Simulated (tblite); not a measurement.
C2H9N3O2Si2.
Structure used (GFN2-xTB), in Å, numbered top down from 1:
```xyz
18
C2H9N3O2Si2 angstrom
N      2.8038    0.5714    0.6856
C      2.0610   -0.1215    1.5751
O      2.4918   -0.4195    2.6736
Si     0.2964   -0.6039    1.0262
N      0.3239   -1.0258   -0.6387
C     -0.8561   -0.6895   -1.4162
Si    -1.6315    0.8632   -0.6278
O     -3.2508    0.8339   -0.4960
N     -0.7794    0.7467    0.8669
H      3.7417    0.8595    0.9220
H      2.4287    0.8041   -0.2160
H     -0.2619   -1.5654    1.9891
H      0.7792   -1.8698   -0.9525
H     -1.5747   -1.5195   -1.4227
H     -0.5614   -0.5273   -2.4559
H     -1.4207    2.1064   -1.3542
H     -3.7051    0.1434   -0.0192
H     -0.8937    1.4200    1.6024
```

Method: GFN2-xTB as coded in tblite; computed harmonic values from a numerical Hessian at the method's own geometry, unscaled. The method is semi-empirical: single wavenumbers can be off by several per cent or more. Modes of hydrogen on silicon can be 10 to 20 % off. One conformer, not necessarily the lowest.

Harmonic wavenumbers (cm⁻¹): 26.6, 42.9, 84.4, 107.3, 169.7, 192.0, 233.8, 268.8, 291.6, 308.6, 359.3, 371.4, 405.8, 445.0, 455.2, 546.9, 584.4, 607.7, 631.5, 651.9, 663.3, 692.4, 736.7, 780.5, 792.4, 820.4, 852.6, 901.9, 934.8, 1034.5, 1123.5, 1133.9, 1171.5, 1189.5, 1277.3, 1354.0, 1445.1, 1496.7, 1716.1, 2189.9, 2323.6, 2864.7, 2946.8, 3420.5, 3435.4, 3521.7, 3528.3, 3655.0.

A = 2748, B = 649.9, C = 614.6 MHz; mass 163.023 u (most abundant isotopes); point group C1, symmetry number 1.

Q: What is the zero-point energy?

A: ½Σν̃ = 27394 cm⁻¹ = 327.70 kJ/mol.

Q: Give the ideal-gas entropy at 200 K and 1 bar in the rigid-rotor, harmonic-oscillator model (classical rotation).

A: Translation 164.09, rotation 120.80, vibration 106.87: S = 391.7 J/(mol K).

Q: And Cp and H(200 K) − H(0)?

A: Cp = 145.85 J/(mol K), of which vibrations give 112.60 (their classical limit is 48 R = 399.1); H(200 K) − H(0) = 17.85 kJ/mol without the zero-point energy, 11.20 from vibrations.

Q: Blend soft modes into free rotors: weight 1/[1 + (100 cm⁻¹/ν̃)⁴] for the oscillator and the rest for a rotor with moment μB/(μ + B), μ = h/(8π²ν), B = 10⁻⁴⁴ kg m². What vibrational entropy results?

A: 95.49 J/(mol K) in place of 106.87, which changes −T·S at 200 K by +2.28 kJ/mol.

Q: What must be added to the electronic energy to get the Gibbs energy at 200 K and 1 bar?

A: ZPE + [H(200 K) − H(0)] − T·S = 327.70 + 17.85 − 78.35 = 267.20 kJ/mol.

Q: Which modes carry the vibrational entropy at 200 K?

A: 26.6 cm⁻¹: 22.08; 42.9 cm⁻¹: 18.12; 84.4 cm⁻¹: 12.59; 107.3 cm⁻¹: 10.67; 169.7 cm⁻¹: 7.15; 192.0 cm⁻¹: 6.26 J/(mol K); the other 42 give 30.00 together.

Hindered rotation and anharmonicity are outside this model. Other conformers, if any are populated, would add a mixing term that is left out. The structure is chiral; the term R ln 2 for an equal mix with its mirror image is left out.
